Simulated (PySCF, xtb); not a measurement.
GeH5Si, SMILES [GeH2][SiH3] (connectivity only; charge and spin as stated), charge +1, multiplicity 1.

GFN2-xTB (xtb 6.7.1) at its own geometry gives an orbital gap of 2.99 eV.

Geometry optimised at PBE-D3(BJ)/def2-TZVP. The spin state was assumed, not searched. The isomer is the one that the SMILES or the coordinates give; other isomers of the formula were not compared.

What does CAM-B3LYP/def2-TZVPD (PySCF) give? (The exact figures need the calculation; the answer reports its results.)

gap 7.54 eV (levels -15.72 and -8.17 eV).
